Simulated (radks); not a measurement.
All-electron atom: Os XXXI in [Kr] 4d10.

Method: scalar-relativistic Kohn-Sham, r2SCAN, spin-polarised, spherical densities, finite nucleus; meta-GGA in the generalised Kohn-Sham scheme; Fermi nuclear charge, rms radius 5.4126 fm; computed with a radial shooting solver on a logarithmic mesh with Libxc functionals.

Energy parts (eV):
| part | energy |
|---|---|
| total | -457474.02 |
| kinetic | 508239.75 |
| electron-nucleus | -1081355.70 |
| Hartree | 123678.97 |
| exchange-correlation | -8037.04 |

Orbitals (lengths in bohr, moments of r in powers of bohr):
orbital,occ.,eigenvalue (eV),<r^2>
1s,2,-75021.91,0.0004337
2s,2,-13993.41,0.006647
2p,6,-12322.50,0.005540
3s,2,-4104.758,0.04256
3p,6,-3611.435,0.04335
3d,10,-3062.533,0.03589
4s,2,-1635.423,0.1861
4p,6,-1460.187,0.2027
4d,10,-1247.739,0.2109

The highest occupied level is 4d at -1247.7 eV. The electron density at the nucleus is 1.788e+06 e/bohr^3 (large components only). The density falls to 0.001 e/bohr^3 at r = 1.18 bohr. Summed over all electrons, <r^2> = 4.449 bohr^2, which gives a Langevin (diamagnetic) susceptibility term of -3.52 x 10^-6 cm^3/mol.
